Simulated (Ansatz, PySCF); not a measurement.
C₂H₃BrFIn. Atoms are numbered in the order given.

```xyz
8

In     0.3968    -0.5206     0.0000
F      2.3597    -0.6060     0.0000
Br    -0.4570     1.8265     0.0000
C     -0.8904    -2.2221     0.0000
C     -2.2188    -2.0667     0.0000
H     -0.4398    -3.2204     0.0000
H     -2.8951    -2.9311     0.0000
H     -2.6985    -1.0817     0.0000
```
Charge 0, spin multiplicity 1.

Geometry optimised at B3LYP-D3(BJ)/def2-SVP. The structure was generated by enumeration; whether it is a known compound was not checked. The def2 effective core potentials stand for the cores of In; spin–orbit coupling is left out. One conformer was computed; it need not be the lowest.

Vertical ionisation energy (IE) and electron affinity (EA) in eV. Rows of orbital energies are one-electron estimates. Where ΔSCF, EOM or ADC give a negative EA the extra electron is unbound and the value depends on the basis.

```json
[
 {"level": "−ε(HOMO), −ε(LUMO), M06-2X/def2-TZVP (PySCF)", "IE": "9.57", "EA": "1.40"},
 {"level": "−ε(HOMO), −ε(LUMO), PBE/def2-TZVP (PySCF)", "IE": "7.05", "EA": "2.81"},
 {"level": "ΔSCF, PBE0/def2-SVPD (Ansatz), final states of multiplicity 2 and 2", "IE": "10.46", "EA": "0.47"},
 {"level": "ΔSCF, PBE/def2-SVPD (Ansatz), final states of multiplicity 2 and 2", "IE": "10.04", "EA": "0.57"}
]
```

Question: What vertical singlet–triplet gap does ΔSCF give with PBE0/def2-SVPD (Ansatz, a first-principles code) and with PBE/def2-SVPD (Ansatz)? (Estimate from the structure and the level; the computed values follow.)

Answer: 4.05 and 4.18 eV (triplet above singlet where positive).
